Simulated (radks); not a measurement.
The nuclear charge of the argon ion Ar+ is varied continuously with 17 electrons held in [Ne] 3s2 3p5. Method: Dirac Kohn-Sham, PBE, spin-unpolarised, spherical densities, point nucleus; open shells are shared between the two j in proportion to 2j + 1; computed with a radial shooting solver on a logarithmic mesh with Libxc functionals. By the Hellmann-Feynman theorem dE/dZ = E(electron-nucleus)/Z, the electronic potential at the nucleus.

Z     E (hartree)  E(electron-nucleus)/Z (hartree)   HOMO  e(HOMO) (eV)  <r> HOMO (bohr)
17.6   -501.16956                         -67.6990  3p3/2       -16.207            1.657
17.8   -514.80757                         -68.6811  3p3/2       -19.057            1.604
18     -528.64196                         -69.6628  3p3/2       -22.051            1.556
18.2   -542.67266                         -70.6442  3p3/2       -25.187            1.510
18.4   -556.89964                         -71.6255  3p3/2       -28.462            1.468
18.6   -571.32284                         -72.6066  3p3/2       -31.875            1.429
18.8   -585.94227                         -73.5877  3p3/2       -35.424            1.391
19     -600.75791                         -74.5687  3p3/2       -39.109            1.357

The central difference of E at Z = 18 is -69.663 hartree, to compare with the third column; the second derivative is -4.91 hartree.
